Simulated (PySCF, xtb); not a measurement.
4-bromobuta-1,2-diene (C4H5Br), SMILES C(=CCBr)=C. The values are those of a single conformer.

Harmonic wavenumbers (cm⁻¹) from GFN2-xTB in xtb 6.7.1 at its own minimum, in rising order: 50, 177, 221, 313, 446, 524, 631, 849, 853, 866, 960, 1015, 1124, 1161, 1214, 1316, 1418, 1439, 2088, 2988, 3011, 3046, 3076, 3085.

What does PBE-D3(BJ)/def2-SVP run with PySCF give at its own minimum? (An estimate is asked for; the answer gives what the named calculation found.)

63, 188, 230, 336, 468, 553, 639, 821, 828, 859, 948, 986, 1096, 1131, 1166, 1300, 1392, 1421, 2019, 3031, 3054, 3073, 3114, 3139. Paired by order, the mean absolute difference is 27 cm⁻¹ and the zero-point energies are 45.6 and 45.5 kcal/mol.
